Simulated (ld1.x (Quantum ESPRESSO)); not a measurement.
# Which change was made? (O, PAW)

oxygen, PAW, made with ld1.x (Quantum ESPRESSO) 7.5 (PBE, scalar-relativistic). Core [He], reference 2s1.5 2p4.5. Waves: 2s (bound): rcut 0.95, rcutus 1.05 bohr; 2s channel at 0.05 Ry: rcut 0.95, rcutus 1.05 bohr; 2p (bound): rcut 1.85, rcutus 2.10 bohr; 2p channel at -0.3 Ry: rcut 1.85, rcutus 2.10 bohr; 3d channel at 0.1 Ry: rcut 1.40, rcutus 1.65 bohr; 3d channel at 0.45 Ry: rcut 1.40, rcutus 1.65 bohr. Local part: all-electron potential smoothed inside 1.10 bohr (lloc = -1). Core correction: Bessel-smoothed model core inside 1.10 bohr. Augmentation charge: PSQ, inside the norm-conserving radii.

Cutoffs, loose and tight: the cutoffs (Ry, on a coarse ladder) from which the occupation-weighted sum of valence levels, in a spherical-Bessel basis at the reference potential, stays within 10 and 1 mRy of its value at 400 Ry. They do not see the model core or the augmentation charge, which bear on the density cutoff. Test errors are all-electron minus pseudo excitation energies from the reference, over the configurations 2s2 2p4; 2s2 2p3; 2s2 2p2; 2s1 2p4; 2s0 2p6; 2s2 2p3.5; 2s1 2p5; variants that change the core or the reference have their own tests.

The base gives: outcome: generated, overlap not positive; bound ghosts: not determined (overlap not positive); largest test error (meV): -97.

Task: After one change the result is: outcome: generated; cutoff, loose: 21 Ry; cutoff, tight: 40 Ry; bound ghosts: none; largest test error (meV): -98. Which change was it?
A. all radii but the core radius scaled by about 0.85 (s 0.90, p 1.80, d 1.40 bohr, rcut 0.80/1.58/1.20); local potential all-electron potential smoothed inside 0.94 bohr (lloc = -1)
B. augmentation BESSEL, radius 0.95 bohr
C. functional BP86; removed wave 3d channel at 0.45 Ry: rcut 1.40, rcutus 1.65 bohr
D. waves 2p (bound): rcut 1.85, rcutus 2.02 bohr; 2p channel at -0.3 Ry: rcut 1.85, rcutus 2.02 bohr

Result: C. The others give: augmentation BESSEL, radius 0.95 bohr → outcome: generated, overlap not positive; bound ghosts: not determined (overlap not positive); largest test error (meV): +23 | waves 2p (bound): rcut 1.85, rcutus 2.02 bohr; 2p channel at -0.3 Ry: rcut 1.85, rcutus 2.02 bohr → outcome: generated, overlap not positive; bound ghosts: not determined (overlap not positive); largest test error (meV): +16 | all radii but the core radius scaled by about 0.85 (s 0.90, p 1.80, d 1.40 bohr, rcut 0.80/1.58/1.20); local potential all-electron potential smoothed inside 0.94 bohr (lloc = -1) → outcome: generated, overlap not positive; bound ghosts: not determined (overlap not positive); largest test error (meV): -20. A file whose overlap is not positive is unfit for use, and its test errors describe a broken file.
